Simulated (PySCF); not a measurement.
**Spinor energies of Co²⁴⁺ (cobalt, charge +24)**

Start: [He] 2s1; 2s1/2 filled at m_j = +1/2. Calculated with PySCF 2.14 in an even-tempered Gaussian basis (17 s from 7.2 bohr⁻², ratio 2.4; 11 p from 9.4 bohr⁻², ratio 2.4; 5 d from 29 bohr⁻², ratio 2.6; 4 f from 43 bohr⁻², ratio 2.6): generalised Hartree-Fock with the X2C-1e Hamiltonian and a Gaussian nucleus; one run each with spin-orbit coupling (SO) switched off, then screened by Boettger's factors.

```tsv
spinor shell	electrons	ε, spin-free (eV)	ε, screened SO (eV)	weight of nominal j (screened SO)	rms radius, screened SO (bohr)
1s1/2	2	-9410.2	-9410.2	1.000	0.0641
2s1/2	1	-2219.5	-2219.5	1.000	0.249
```

```csv
quantity,spin-free,screened SO
E (hartree),-800.64247,-800.64247
M_J,1/2,1/2
⟨J²⟩,0.750,0.750
⟨L²⟩,0.000,0.000
⟨S²⟩,0.750,0.750
```

Each row is a mean over spinors that exchange with the open shell spreads, by up to 15.878 eV (1s1/2).

Without spin-orbit coupling the j labels of p, d and f shells carry no meaning; the spin-free column gives the mean over the occupied spinors of each nl shell.
